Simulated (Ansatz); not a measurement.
**Correcting a cheap level on molecular compounds of K**

The vertical ionisation energy (cation less neutral) in eV of 6 molecular compounds of K: x at wB97X-V/def2-TZVPP, y at CCSD(T)/def2-TZVPP. Shapes, held fixed at every level: PBE0-D4/def2-TZVP. Programs: Ansatz 0.2.0.

| molecule | x (eV) | y (eV) |
| --- | --- | --- |
| CH3K (SMILES [CH3][K]) | 5.68 | 5.60 |
| KNH2 (SMILES [NH2][K]) | 5.86 | ? |
| CH3KS (SMILES C[S][K]) | 6.37 | 6.27 |
| KSH (SMILES [SH][K]) | 7.00 | 6.85 |
| KBr (SMILES [K][Br]) | 8.27 | 8.11 |
| KF (SMILES [F][K]) | 9.62 | 9.41 |

Fit y = c + s·x to the known rows and predict y for KNH2.


1. Means of the 5 rows: x = 7.3880, y = 7.248.
2. Σ(Δx)² = 9.8639, Σ(Δx·Δy) = 9.5507, so the slope is 9.5507/9.8639 = 0.96825.
3. Intercept: 7.248 − (0.96825) × 7.3880 = 0.095. The largest residual of the fit is 0.022.
4. KNH2: 0.095 + 0.96825 × 5.86 = 5.77 eV.

CCSD(T)/def2-TZVPP gives 5.74 eV, so the prediction is off by +0.03 eV, more than the largest residual. Uncorrected, wB97X-V/def2-TZVPP misses it by +0.12 eV, and the other rows by 0.14 on average. The line removes about 80 % of this miss. Left out in turn, the other rows are missed by 0.01 eV on average, so much of the error is systematic among these molecules. Cations run unrestricted. Relativity is left out for Br. Outer-core shells of Br, K are correlated, in sets that cover them unevenly.
